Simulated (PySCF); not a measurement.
Question: Write a Z-matrix for `C=C(BP)OC` as optimised with PBE0-D3(BJ)/def2-SVP.

Answer: 
Z-matrix in Å and degrees, rows numbered from 1:
```
C 
C   1  1.3533
B   2  1.5532  1  120.34
P   3  1.8775  2  121.05  1  -178.59
O   2  1.3552  1  124.65  3   177.96
C   5  1.3983  2  118.45  1     1.33
H   1  1.0901  2  118.54  3     2.91
H   1  1.0928  2  124.28  3  -176.99
H   3  1.2071  2  119.21  1    -6.15
H   4  1.4186  3  102.62  2   -41.42
H   4  1.4203  3  102.09  2  -144.59
H   6  1.0975  5  107.06  2   178.69
H   6  1.1053  5  111.61  2    59.42
H   6  1.1054  5  111.65  2   -62.05
```

The 6 heavy atoms lie in one plane (0.012 Å rms). Of the pairs four or more bonds apart, C6···H8 is among the closest relative to their van der Waals radii: 2.56 Å, 88 % of the sum of Bondi's values. The C–O distances run from 1.355 Å (C2–O5, drawn single) to 1.398 Å (O5–C6, drawn single), a spread of 0.043 Å. P4 (three-coordinate phosphorus) is pyramidal (angles 102.6°, 102.1° and 99.9°, sum 304.6°, 0.69 Å off the plane of its three neighbours).

The calculation used PBE0-D3(BJ)/def2-SVP geometry optimisation, gas phase in PySCF.

PBE0-D3(BJ)/def2-SVP frequencies: not computed here. One conformer, not necessarily the lowest (C1–C2–B3–P4 -179°, C2–B3–P4–H -41° and -145°, C1–C2–O5–C6 1°).

The run took 26 s on Intel Xeon 6975P-C, one thread, shared host with 192 logical CPUs at a one-minute load of 30, and the process peaked at 0.44 GiB of memory. This is the geometry optimisation.
